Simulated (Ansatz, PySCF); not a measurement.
Species: InBr, charge 0, multiplicity 1. SMILES: [Br][In]
Geometry from a B3LYP-D3(BJ)/def2-TZVP (Ansatz, an electronic-structure program) optimisation:
```xyz
2

In     0.0000     0.0000    -1.0815
Br     0.0000     0.0000     1.5141
```
Charge 0, spin multiplicity 1.

Property: atomisation energy (electronic, to ground-state atoms), in kJ/mol. Cores are frozen in the correlated levels unless marked. Open shells are spin-unrestricted. Spin-orbit coupling is left out. The frozen core is the preceding noble-gas configuration, with the filled d and f shells of earlier blocks. In def2 rows, elements after Kr have scalar-relativistic effective core potentials. The coupled-cluster limit lacks core correlation, which all-electron functionals hold. Basis-set limits of correlation are two-point, X^-3; Hartree-Fock from the larger set. The bracket is a focal-point correction in the basis named.

```csv
level,program,atomisation energy (kJ/mol),minus last row
TPSS/def2-TZVPD,PySCF,412.6,4.4
PBE0/def2-TZVPD,Ansatz,404.1,-4.1
PBE0/def2-QZVPP,Ansatz,403.6,-4.6
PW6B95/def2-TZVPD,PySCF,408.8,0.6
CAM-B3LYP/def2-TZVPD,Ansatz,393.4,-14.8
LC-wPBE-D4/def2-TZVPD,Ansatz + dftd4,392.1,-16.1
MP2/def2-TZVPP,Ansatz,403.2,-5.0
SCS-MP2/def2-QZVPP,Ansatz,401.8,-6.4
"RI-MP2/CBS(def2-TZVPPD,def2-QZVPPD)+[CCSD(T)-MP2]/def2-QZVPPD",Ansatz,407.3,-0.9
"CCSD(T)/CBS(def2-TZVPPD,def2-QZVPPD)",Ansatz,408.2,0.0
```
